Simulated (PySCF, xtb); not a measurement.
H₄Se₃Si, SMILES [SeH][SiH]([SeH])[SeH].

GFN2-xTB in xtb at its own geometry gives an orbital gap of 3.66 eV and a dipole moment of 1.16 D.

The structure is a stationary point at B3LYP-D3(BJ)/def2-SVP. The values are those of a single conformer.

Question: What does r2SCAN/def2-TZVP in PySCF give? (An estimate is asked for; the answer gives what the named calculation found.)

Answer: gap 4.71 eV (levels -6.27 and -1.56 eV), dipole 0.78 D.
